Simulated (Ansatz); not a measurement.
Cu2 (`[Cu][Cu]`) from Hartree–Fock to CCSD(T)

| atom | x (Å) | y (Å) | z (Å) |
| --- | --- | --- | --- |
| Cu1 | 0.171 | 1.108 | 0.220 |
| Cu2 | -0.171 | -1.108 | -0.220 |

Charge 0, multiplicity 1. For Cu the d shell is correlated and the shells below it are frozen. Scalar relativity is left out up to krypton. All single points use the PBE0-D4/def2-TZVP geometry. Frozen core, restricted reference, Ansatz 0.2.0.

```csv
basis,HF (Eh),MP2 corr.
def2-SVP,-3277.39720,-0.60575
def2-TZVPP,-3277.86220,-1.01020
def2-QZVPP,-3277.94208,-1.07294
```

(1) Estimate the CCSD correlation energy and the (T) correction in each basis where they were run (hartree).

## Answers

(1) 
```json
{"basis": "def2-SVP", "CCSD corr.": "-0.54353", "(T)": "-0.02792"}
{"basis": "def2-TZVPP", "CCSD corr.": "-0.88055", "(T)": "-0.04125"}
{"basis": "def2-QZVPP", "CCSD corr.": "-0.93453", "(T)": "-0.05052"}
```
